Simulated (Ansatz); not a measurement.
Frontier orbitals of `C[NH][Hf]([F])([F])[F]`.

The species carries charge 0 and has multiplicity 1. Correlated methods include outer-core shells of Hf, which these sets cover unevenly. Hf: def2 effective core potential. The structure was optimised at the PBE0-D4/def2-TZVP level. It is one conformer, not always the lowest. Basis def2-TZVPP, the Gaussian-basis code of Ansatz.

```tsv
functional	HOMO (eV)	LUMO (eV)	gap (eV)
LDA (SPW92)	-6.25	-1.72	4.53
PBE	-6.06	-1.40	4.66
B97M-V	-6.40	-1.22	5.18
PBE0	-7.44	-0.55	6.89
r2SCANh	-6.85	-0.78	6.07
ωB97M-V	-9.75	0.71	10.46
HF	-10.74	1.72	12.46
```

Against PBE, PBE0 changes HOMO and LUMO by −1.38 and +0.85 eV, ωB97M-V by −3.69 and +2.11 eV. A gap of 4.66 eV thus becomes 10.45 eV for the same molecule, so an orbital gap means little without its functional. A positive LUMO is unbound and depends on the basis.
